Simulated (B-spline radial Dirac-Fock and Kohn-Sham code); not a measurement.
Ba⁺: eigenvalues, ΔSCF and the reference

System: Ba⁺, [Xe] 6s1.

The density-functional columns are spherical, spin-unpolarised Dirac-Kohn-Sham results without Breit or QED terms: −ε is minus the orbital energy of the initial state and ΔSCF the difference of two total energies. The reference in the last column comes from Dirac-Fock ΔSCF + Breit + QED. All numbers are from a radial B-spline solver, in eV; a selection of levels is shown. For the 1s level of heavy atoms much of the gap between ΔSCF and the reference is the Breit and QED part, -139.0 eV here; for other levels the error of the functional can be larger.

| level | LDA −ε | LDA ΔSCF | PBE −ε | PBE ΔSCF | Dirac-Fock |
| --- | --- | --- | --- | --- | --- |
| K (1s) | 37192.4 | 37580.1 | 37231.8 | 37620.6 | 37453.2 |
| L1 (2s) | 5882.5 | 5953.4 | 5887.5 | 5958.1 | 6009.9 |
| L2 (2p1/2) | 5544.4 | 5632.9 | 5546.4 | 5634.7 | 5639.4 |
| L3 (2p3/2) | 5163.2 | 5245.0 | 5164.6 | 5246.4 | 5262.5 |
| M1 (3s) | 1245.8 | 1270.3 | 1247.3 | 1271.6 | 1310.4 |
| M2 (3p1/2) | 1103.6 | 1129.0 | 1104.1 | 1129.4 | 1155.1 |
| M3 (3p3/2) | 1029.9 | 1054.2 | 1030.3 | 1054.5 | 1080.7 |
| M4 (3d3/2) | 779.3 | 806.6 | 779.0 | 806.4 | 811.1 |
| M5 (3d5/2) | 763.6 | 790.5 | 763.3 | 790.3 | 795.8 |
| N1 (4s) | 248.8 | 260.0 | 249.3 | 260.5 | 278.0 |
| N2 (4p1/2) | 197.0 | 208.0 | 197.3 | 208.2 | 219.6 |
| N3 (4p3/2) | 181.6 | 192.2 | 181.9 | 192.5 | 204.1 |
| N4 (4d3/2) | 96.91 | 106.8 | 96.85 | 106.7 | 106.8 |
| N5 (4d5/2) | 94.28 | 104.1 | 94.23 | 104.0 | 104.2 |
| O2 (5p1/2) | 25.97 | 31.25 | 25.80 | 31.05 | 30.23 |
| O3 (5p3/2) | 23.83 | 28.94 | 23.71 | 28.79 | 28.06 |
| P1 (6s) | 7.82 | 10.16 | 7.58 | 9.98 | 9.36 |

**Question.** Order the estimates of the K (1s) level by their distance from the Dirac-Fock value, nearest first.
A. LDA ΔSCF
B. PBE ΔSCF
C. PBE −ε
D. LDA −ε

**Answer.** A (126.9 eV), B (167.4 eV), C (221.4 eV), D (260.7 eV).

For the outermost level NIST gives 10.00383 eV (measured); the differences from it are LDA −ε -2.19, LDA ΔSCF +0.16, PBE −ε -2.42, PBE ΔSCF -0.03, Dirac-Fock -0.64 eV.

Values without a named source are computed, but for edge energies of neutral atoms, which are taken from tables.
